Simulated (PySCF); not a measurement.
**BMe2(NCO): computed shieldings and shifts**

BMe2(NCO), C3H6BNO, point group C1.

Bonds: B1-C2 1.572 Å, B1-C6 1.571 Å, B1-N10 1.428 Å, N10-C11 1.195 Å, C11-O12 1.169 Å. C2 carries H3, H4, H5; C6 carries H7, H8, H9.

GIAO calculations in PySCF 2.14 on the PBE0-D3(BJ)/def2-SVP structure: isolated species, non-relativistic, equivalent atoms averaged; basis pcSseg-1.

Q: Give the isotropic shieldings (ppm) with B3LYP, PBE0.

A: 
| atoms | environment | B3LYP | PBE0 |
| --- | --- | --- | --- |
| O12 | oxygen bonded to C | 150.8 | 152.7 |
| N10 | nitrogen bonded to C, B | 172.0 | 175.2 |
| C11 | carbon bonded to N, O | 46.0 | 50.0 |
| C2/C6 | carbon bonded to B, 3 H | 167.0 | 171.7 |
| B1 | boron bonded to 2 C, N | 39.2 | 42.7 |
| H3/H4/H5/H7/H8/H9 | hydrogen on a carbon bonded to B | 30.68 | 30.53 |
| HOMO–LUMO gap (eV) | – | 6.53 | 6.96 |

Q: And the chemical shifts, against references computed in the same way?

A: 
```tsv
atoms	nucleus, reference	B3LYP	PBE0
O12	$^{17}$O, H2O	183.3	181.9
N10	$^{15}$N, NH3	91.6	90.4
C11	$^{13}$C, TMS	133.2	134.4
C2/C6	$^{13}$C, TMS	12.3	12.7
B1	$^{11}$B, BF3·OEt2	58.7	58.0
H3/H4/H5/H7/H8/H9	$^{1}$H, TMS	0.70	0.74
```

Q: Which part of the shielding of O12 depends on the functional?

A: Diamagnetic: B3LYP 401, PBE0 400 ppm; paramagnetic: B3LYP -250, PBE0 -247 ppm.

Q: What couplings does B3LYP/pcJ-1 (spin–dipole term only in couplings to heteroatoms) give?

A: $^{1}J$(C2,H3) = 125.3, $^{1}J$(N10,C11) = -68.2, $^{1}J$(B1,C2) = 59.4, $^{1}J$(B1,N10) = -38.3, $^{1}J$(C11,O12) = 17.8, $^{2}J$(B1,C11) = 16.2, $^{2}J$(H3,H4) = -15.8, $^{2}J$(C2,C6) = 8.1, $^{2}J$(B1,H3) = -5.0, $^{2}J$(C2,N10) = -3.5, $^{3}J$(C2,H7) = 2.4, $^{3}J$(H3,N10) = -2.2 Hz (averaged over equivalent pairs; isotopes $^{13}$C, $^{1}$H, $^{15}$N, $^{11}$B, $^{17}$O).

Experimental scales use liquid or dissolved standards, which lie at an offset from isolated NH3 (liquid NH3: subtract about 20 ppm) and H2O (liquid H2O: subtract about 36 ppm).
